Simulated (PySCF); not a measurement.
A structure optimised at r2SCAN-D4/def2-SVP, used in a PySCF frequency run:

```xyz
8

Mo     0.0379    -0.0340     0.0000
O      1.5248    -0.8356     0.0000
N     -1.2679    -1.1871     0.0000
H     -1.4799    -2.1869     0.0000
O     -0.1047     1.0357     1.5440
H     -0.8792     1.0185     2.1225
O     -0.1047     1.0357    -1.5440
H     -0.8792     1.0185    -2.1225
```
Charge 0, spin multiplicity 1.

Write its SMILES, formula and point group.

[NH]=[Mo](=[O])([OH])[OH], H3MoNO3, Cs

What are its rotational constants (standard atomic weights)?

3.7122, 3.3915, 3.2015 GHz
